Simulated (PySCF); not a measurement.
## Optical rotation: `B[Si@H]1C[C@H]1C`, C3H9BSi

Molfile (atoms numbered from 1):
```
C3H9BSi
     RDKit          3D

 14 14  0  0  0  0  0  0  0  0999 V2000
    2.2853   -0.5942    0.0242 B   0  0  0  0  0  0  0  0  0  0  0  0
    1.0118    0.7593    0.4087 Si  0  0  1  0  0  4  0  0  0  0  0  0
   -0.4216    1.1340   -0.8177 C   0  0  0  0  0  0  0  0  0  0  0  0
   -0.8840    0.3649    0.3733 C   0  0  1  0  0  0  0  0  0  0  0  0
   -1.3710   -1.0443    0.1712 C   0  0  0  0  0  0  0  0  0  0  0  0
    2.0363   -1.5179   -0.6526 H   0  0  0  0  0  0  0  0  0  0  0  0
    3.3677   -0.5365    0.4702 H   0  0  0  0  0  0  0  0  0  0  0  0
    1.1634    1.9593    1.2447 H   0  0  0  0  0  0  0  0  0  0  0  0
   -0.7627    2.1540   -0.9110 H   0  0  0  0  0  0  0  0  0  0  0  0
   -0.4338    0.6076   -1.7607 H   0  0  0  0  0  0  0  0  0  0  0  0
   -1.4898    0.9252    1.0760 H   0  0  0  0  0  0  0  0  0  0  0  0
   -0.7427   -1.5708   -0.5430 H   0  0  0  0  0  0  0  0  0  0  0  0
   -1.3670   -1.5986    1.1086 H   0  0  0  0  0  0  0  0  0  0  0  0
   -2.3926   -1.0423   -0.2141 H   0  0  0  0  0  0  0  0  0  0  0  0
  1  2  1  0
  2  3  1  0
  3  4  1  0
  4  5  1  0
  4  2  1  0
  1  6  1  0
  1  7  1  0
  2  8  1  1
  3  9  1  0
  3 10  1  0
  4 11  1  1
  5 12  1  0
  5 13  1  0
  5 14  1  0
M  END
```

Method used: TDDFT PBE0/def2-SVPD circular dichroism and optical rotation, one conformer, gas phase in PySCF. Geometry: GFN2-xTB.

States above about 6.6 eV (minus the energy of the highest occupied orbital) lie near or above the ionisation threshold and depend on the basis.

Stereocentres: Si2 S, C4 R.

(1) What is the specific rotation at 633, 589.3, 546, 436, 405, 365, 355 nm?

Results:

(1) [α] in deg dm⁻¹ (g/mL)⁻¹:
```csv
λ (nm),origin-invariant length gauge,modified velocity gauge,length gauge (centre of mass),isotropic polarisability (au)
633,-457.5,-480.0,-452.5,92.1
589.3,-569.3,-596.9,-562.9,93.3
546,-731.6,-766.5,-723.2,95.0
436,-1833.0,-1913.9,-1807.3,104.8
405,-2764.8,-2882.1,-2721.3,112.1
365,-6299.2,-6543.9,-6169.3,137.1
355,-8747.7,-9074.5,-8546.4,153.6
```

The shortest wavelength is close to the first absorption, where this undamped response comes out too large.

And for the mirror image at 589.3 nm?

+569.3 deg dm⁻¹ (g/mL)⁻¹ (origin-invariant length gauge): the same size and the opposite sign.

What is the molar rotation [Φ] = [α]·M/100 of the geometry above at 589.3 nm?

With M = 84.00 g/mol, -478.2 deg cm² dmol⁻¹ (origin-invariant length gauge).

The first excitation lies at 3.80 eV (326 nm) with R = -16.1 × 10⁻⁴⁰ esu² cm² (velocity form).
